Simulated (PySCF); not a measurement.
Job for PySCF: R-HF/STO-3G on CH4F3N (a complex).

```python
from pyscf import gto, scf, dft, mp
from pyscf.data.elements import chemcore

mol = gto.M(
    atom='''
    N    -0.07332316   -0.09997725    0.02944916
    H     0.71954927   -0.60629838   -0.34933041
    H    -0.91135449   -0.58099922   -0.27843413
    H    -0.07790056    0.81735182   -0.40294962
    F     1.28535971    0.47925564    3.79075320
    C     0.06228137    0.10191875    3.37484227
    F    -0.82740929    0.99873007    3.83906074
    F    -0.21737499   -1.08793222    3.93820790
    H     0.02154241    0.03818913    2.28540764
    ''',
    basis='sto-3g',
    charge=0, spin=0, verbose=3, max_memory=1800)
mf = scf.RHF(mol)
mf.conv_tol = 1e-8
mf.max_cycle = 100
mf.kernel()
if not mf.converged:
    mf = mf.newton().run(mf.mo_coeff, mf.mo_occ)
```

It printed:

```
converged SCF energy = -387.556130600843
```

The calculation finished and met its thresholds.

Cost: very roughly 0.21 core-seconds.
